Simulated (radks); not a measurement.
Correlation energies from several functionals, in hartree. Species: P4+ [Ne] 3s1; Au+ [Xe] 4f14 5d10; P11+ [He] 2s2. Method: non-relativistic Kohn-Sham, exchange-only LDA, spin-polarised, spherical densities, point nucleus; computed with a radial shooting solver on a logarithmic mesh with Libxc functionals. Every spin shell is full or empty, so the densities are truly spherical. Functionals are evaluated on that one density, not self-consistently.

functional,P4+,Au+,P11+
PW92,-0.93557,-8.1702,-0.38036
VWN5,-0.94037,-8.2036,-0.38213
Wigner,-0.55024,-4.2337,-0.21564
Chachiyo,-0.92011,-8.0803,-0.37502
PBE,-0.40635,-4.8113,-0.10745
PBEsol,-0.48215,-5.3836,-0.13451
LYP,-0.46499,-4.2616,-0.13546
OP (B88),-0.45177,-4.1825,-0.15360
TPSS,-0.40784,-4.8089,-0.10956
revTPSS,-0.41699,-4.8487,-0.11338
r2SCAN,-0.40910,-4.8589,-0.11319
B95,-0.49610,-5.9625,-0.16506
